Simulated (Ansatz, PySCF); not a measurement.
The molecule CrMo, closed-shell singlet (the spin of the measured ground state). No spin–orbit coupling. Cr is treated without relativity. The T1 diagnostic near the minimum is 0.068, so single-reference values are doubtful.

The constants come from a fifth-degree fit in 1/R (seven points, main isotopes). In def2 and cc sets the state is the lowest found near the PBE0 minimum, followed along R. The singlet is held restricted.

Rows in LANL2DZ carry no dispersion term and start afresh at each structure. LANL2DZ brings its own core potentials from Na on.

The values were computed with Ansatz (a first-principles code); PySCF for LANL2DZ rows. Values without a source in brackets are computed. In def2 rows elements past Kr take small-core potentials, without spin–orbit coupling.

D_e counts from each atom's lowest state at the same level, without counterpoise or zero-point energy.

| level | r_e (Å) | ω_e (cm⁻¹) | ω_e x_e (cm⁻¹) | D_e (eV) | dipole (D) |
|---|---|---|---|---|---|
| SVWN5/def2-TZVPP | 1.743 | 701 | 1.6 | 4.22 | 0.24 |
| PBE/def2-TZVPP | 1.764 | 666 | 1.6 | 2.42 | 0.15 |
| r2SCAN/def2-TZVPP | 1.742 | 702 | 1.6 | 0.06 | 0.16 |
| B97M-V/def2-TZVPP | 1.738 | 696 | 1.8 | -0.43 | 0.00 |
| B3LYP/LANL2DZ | 1.803 | [?] | 1.5 | - | 0.01 |
| PBE0/def2-TZVPP | 1.717 | 746 | 1.6 | -1.12 | 0.14 |
| BHLYP/def2-TZVPP | 1.768 | 576 | 1.0 | -3.34 | 0.03 |
| CAM-B3LYP/def2-TZVPP | [?] | [?] | 1.5 | -0.73 | 0.18 |

Question: What belongs in the gaps?

Answer: 
- CAM-B3LYP/def2-TZVPP, r_e (Å): 1.708
- CAM-B3LYP/def2-TZVPP, ω_e (cm⁻¹): 775
- B3LYP/LANL2DZ, ω_e (cm⁻¹): 694

Measured for the ground state: r_e 1.8182 Å [Morse and co-workers].
